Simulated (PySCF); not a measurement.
Computed shifts of a molecule C3H8BFO, PBE/pcSseg-1 (PySCF), GIAO, gas phase, equivalent atoms averaged, in ppm (number of nuclei): ¹³C: 65.6 (1), 18.2 (1), 9.2 (1). ¹⁹F: -44.8 (1). ¹H: 4.11 (1), 3.87 (1), 2.03 (1), 1.29 (3), 1.22 (1), -0.56 (1). References: ¹³C against TMS (σ = 182.0 ppm); ¹¹B against BF3 (σ = 83.9 ppm); ¹⁹F against CFCl3 (σ = 133.6 ppm); ¹⁷O against H2O (σ = 334.3 ppm); ¹H against TMS (σ = 31.49 ppm), references at their B3LYP-D3(BJ)/def2-TZVP geometries, non-relativistic. Geometry: r2SCAN-D4/def2-SVP. One conformer was computed; it need not be the lowest.

Problem. Pick the molecule that these values belong to.
A. CCB(F)CO
B. COCB(C)F
C. CB(F)[C@H](C)O
D. CCOB(C)F

Solution. A, CCB(F)CO
